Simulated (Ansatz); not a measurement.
Geometry optimisation, Ansatz 0.2.0, RKS B3LYP/def2-SVP.

Input file:

```yaml
crystal:
  periodic: [false, false, false]
  atoms:
    - { symbol: "N", position_ang: [0.9362, 0.9473, -0.9917] }
    - { symbol: Si, position_ang: [0.4661, -0.3556, -0.0883] }
    - { symbol: Cl, position_ang: [0.5978, -2.1038, -1.0962] }
    - { symbol: C, position_ang: [-0.569, -0.2043, 1.3388] }
    - { symbol: O, position_ang: [-1.1699, -0.1501, 0.0117] }
    - { symbol: H, position_ang: [1.04321, 1.76628, -0.27546] }
    - { symbol: H, position_ang: [1.8772, 0.83211, -1.32631] }
    - { symbol: H, position_ang: [-0.548, 0.711, 1.9178] }
    - { symbol: H, position_ang: [-0.8153, -1.0962, 1.9596] }
basis:
  gaussian: { orbitals: def2-SVP }
hamiltonian:
  xc: b3lyp
relax:
  f_tol: 0.015
  max_steps: 40
```

Launched with:

```bash
$ ansatz run input.yaml --threads 2 --pin off --max-ram 3072MiB --backend cpu --events-out ev --progress --plain --runs-dir out
```

Task: Where does it end, and by what steps?

Result: The run converged. After 13 steps the energy has fallen by 1.049 eV; H6 moved furthest, 0.46 Å.

```json
{"step": "0", "energy less start (eV)": "0.0000", "largest force component (eV/Å)": "3.522", "accepted": "yes"}
{"step": "1", "energy less start (eV)": "-0.7820", "largest force component (eV/Å)": "1.166", "accepted": "yes"}
{"step": "2", "energy less start (eV)": "-0.9309", "largest force component (eV/Å)": "0.533", "accepted": "yes"}
{"step": "3", "energy less start (eV)": "-0.9885", "largest force component (eV/Å)": "0.722", "accepted": "yes"}
{"step": "4", "energy less start (eV)": "-0.9890", "largest force component (eV/Å)": "0.876", "accepted": "yes"}
{"step": "5", "energy less start (eV)": "-1.0218", "largest force component (eV/Å)": "0.336", "accepted": "yes"}
{"step": "6", "energy less start (eV)": "-1.0426", "largest force component (eV/Å)": "0.251", "accepted": "yes"}
{"step": "7", "energy less start (eV)": "-1.0425", "largest force component (eV/Å)": "0.580", "accepted": "no"}
{"step": "8", "energy less start (eV)": "-1.0470", "largest force component (eV/Å)": "0.060", "accepted": "yes"}
{"step": "9", "energy less start (eV)": "-1.0478", "largest force component (eV/Å)": "0.104", "accepted": "yes"}
{"step": "10", "energy less start (eV)": "-1.0440", "largest force component (eV/Å)": "0.311", "accepted": "no"}
{"step": "11", "energy less start (eV)": "-1.0492", "largest force component (eV/Å)": "0.059", "accepted": "yes"}
{"step": "12", "energy less start (eV)": "-1.0494", "largest force component (eV/Å)": "0.024", "accepted": "yes"}
{"step": "13", "energy less start (eV)": "-1.0495", "largest force component (eV/Å)": "0.005", "accepted": "yes"}
```

```xyz
9
Properties=species:S:1:pos:R:3
N 1.202 0.942 -0.856
Si 0.260 -0.281 -0.154
Cl 0.795 -2.059 -1.053
C -0.586 -0.294 1.448
O -1.341 0.020 0.165
H 1.023 1.928 -0.703
H 1.986 0.752 -1.468
H -0.581 0.559 2.143
H -0.939 -1.219 1.927
```

Time of the run: 56 s on 2 threads of Intel(R) Xeon(R) Processor @ 2.70GHz, with other jobs on the host, peak memory 0.22 GiB.
